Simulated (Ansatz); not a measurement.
Wavefunction ladder for CH7FOSi2 (`C[Si](O)(F)[SiH3]`)

```xyz
12

C    -0.709   -0.380   -1.535
Si    0.506    0.221   -0.264
O     0.618    1.856   -0.242
F     1.931   -0.398   -0.679
Si    0.033   -0.416    1.939
H    -0.755   -1.472   -1.541
H    -0.415   -0.053   -2.537
H    -1.710    0.004   -1.328
H     0.738    2.324   -1.070
H    -0.015   -1.901    2.035
H    -1.293    0.120    2.348
H     1.071    0.094    2.873
```

Total charge 0; spin multiplicity 1. The geometry is a stationary point of PBE0-D4/def2-TZVP. It is one conformer, not always the lowest. Frozen core, restricted reference, the Gaussian-basis code of Ansatz. CBS rows extrapolate triple and quadruple zeta; past MP2 they add the triple-zeta difference.

| basis | HF (Eh) | MP2 corr. |
| --- | --- | --- |
| def2-SVP | -793.87469 | -0.71136 |
| def2-TZVPP | -794.36321 | -0.91356 |
| def2-QZVPP | -794.39202 | -0.98828 |

Question: Estimate the CCSD correlation energy and the (T) correction in each basis where they were run (hartree).

Answer: 
```json
{"basis": "def2-SVP", "CCSD corr.": "-0.76548", "(T)": "-0.01669"}
{"basis": "def2-TZVPP", "CCSD corr.": "-0.96084", "(T)": "-0.03222"}
{"basis": "CBS(def2)", "CCSD corr.": "-1.09091", "(T)": "as TZ"}
```
